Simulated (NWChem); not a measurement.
System: LiCl; SMILES [Li][Cl]

The following NWChem deck was run.

```
start job
memory heap 200 mb stack 900 mb global 1100 mb
geometry units angstroms noautosym nocenter noautoz
  Li     0.000000     0.000000    -1.712326
  Cl     0.000000     0.000000     0.342703
end
basis spherical
  * library def2-svpd
end
dft
  xc b3lyp
  iterations 150
end
tddft
  cis
  nroots 8
  notriplet
end
task tddft energy
```

Excerpt of the output:

```
             Northwest Computational Chemistry Package (NWChem) 7.3.0
             --------------------------------------------------------

                             Geometry "geometry" -> ""
                             -------------------------

 Output coordinates in angstroms (scale by  1.889725989 to convert to a.u.)

  No.       Tag          Charge          X              Y              Z
 ---- ---------------- ---------- -------------- -------------- --------------
    1 Li                   3.0000     0.00000000     0.00000000    -1.71232600
    2 Cl                  17.0000     0.00000000     0.00000000     0.34270300

 Effective nuclear repulsion energy (a.u.)      13.1326807062

                                 NWChem DFT Module
                                 -----------------

 Summary of "ao basis" -> "ao basis" (spherical)
 ------------------------------------------------------------------------------
       Tag                 Description            Shells   Functions and Types
 ---------------- ------------------------------  ------  ---------------------
 Li                        def2-svpd                 6       12   3s3p
 Cl                        def2-svpd                11       27   5s4p2d

            General Information
            -------------------
          SCF calculation type: DFT
          Wavefunction type:  closed shell.
          No. of atoms     :     2
          No. of electrons :    20
           Alpha electrons :    10
            Beta electrons :    10
          Charge           :     0
          Spin multiplicity:     1
          Use of symmetry is: off; symmetry adaption is: off
          Maximum number of iterations: 150
          AO basis - number of functions:    39
                     number of shells:    17
          Convergence on energy requested:  1.00D-06
          Convergence on density requested:  1.00D-05
          Convergence on gradient requested:  5.00D-04

              XC Information
              --------------
                         B3LYP Method XC Potential
                     Hartree-Fock (Exact) Exchange  0.200
                        Slater Exchange Functional  0.800 local
                    Becke 1988 Exchange Functional  0.720 non-local
              Lee-Yang-Parr Correlation Functional  0.810
                  VWN I RPA Correlation Functional  0.190 local

[...]

                                NWChem TDDFT Module
                                -------------------

            General Information
            -------------------
           No. of orbitals :      78
            Alpha orbitals :      39
             Beta orbitals :      39
        Alpha frozen cores :       0
         Beta frozen cores :       0
     Alpha frozen virtuals :       0
      Beta frozen virtuals :       0
         Spin multiplicity :       1
    Number of AO functions :      39
        Use of symmetry is : off
      Symmetry adaption is : off
         Schwarz screening :  0.10D-07

              XC Information
              --------------
                  B3LYP Method XC Potential
              Hartree-Fock (Exact) Exchange   0.20
                 Slater Exchange Functional   0.80 local
             Becke 1988 Exchange Functional   0.72 non-local
       Lee-Yang-Parr Correlation Functional   0.81
           VWN I RPA Correlation Functional   0.19 local

             TDDFT Information
             -----------------
          Calculation type : Tamm-Dancoff TDDFT
         Wavefunction type : Restricted singlets
          No. of electrons :      20
           Alpha electrons :      10
            Beta electrons :      10
              No. of roots :       8
          Max subspacesize :    5600
            Max iterations :     100
               Target root :       1
           Target symmetry : none
      Symmetry restriction : off
                 Algorithm : Optimal
        Davidson threshold :  0.10D-03

    8 smallest eigenvalue differences (eV)
--------------------------------------------------------
  No. Spin  Occ  Vir  Irrep   E(Occ)    E(Vir)   E(Diff)
--------------------------------------------------------
    1    1   10   11 a        -0.254    -0.061     5.248
    2    1    9   11 a        -0.254    -0.061     5.248
    3    1    8   11 a        -0.279    -0.061     5.924
    4    1   10   12 a        -0.254     0.000     6.915
    5    1    9   12 a        -0.254     0.000     6.915
    6    1   10   13 a        -0.254     0.000     6.915
    7    1    9   13 a        -0.254     0.000     6.915
    8    1   10   14 a        -0.254     0.024     7.553
--------------------------------------------------------

  Entering Davidson iterations
  Restricted singlet excited states

  Iter   NTrls   NConv    DeltaV     DeltaE      Time
  ----  ------  ------  ---------  ---------  ---------
    1      8       0     0.10E+00   0.10+100        1.9
    2     16       0     0.96E-02   0.87E-02        1.8
    3     24       1     0.18E-01   0.76E-03        1.6
    4     31       6     0.46E-02   0.12E-02        1.6
    5     33       6     0.55E-03   0.30E-04        1.2
    6     35       8     0.83E-04   0.38E-06        1.3
  ----  ------  ------  ---------  ---------  ---------
  Convergence criterion met

  Ground state a        -467.679506157750 a.u.

  ----------------------------------------------------------------------------
  Root   1 singlet a              0.159433358 a.u.                4.3384 eV
  ----------------------------------------------------------------------------
     Transition Moments    X -0.34118   Y  0.31986   Z  0.00000
     Dipole Oscillator Strength                    0.0232463698
     Electric Quadrupole                           0.0000000179
     Magnetic Dipole                               0.0000000129
     Total Oscillator Strength                     0.0232464006

[...]
```

Level: B3LYP/def2-SVPD, TDA. Coordinates come from a B3LYP/6-31G* (spherical d) optimisation.
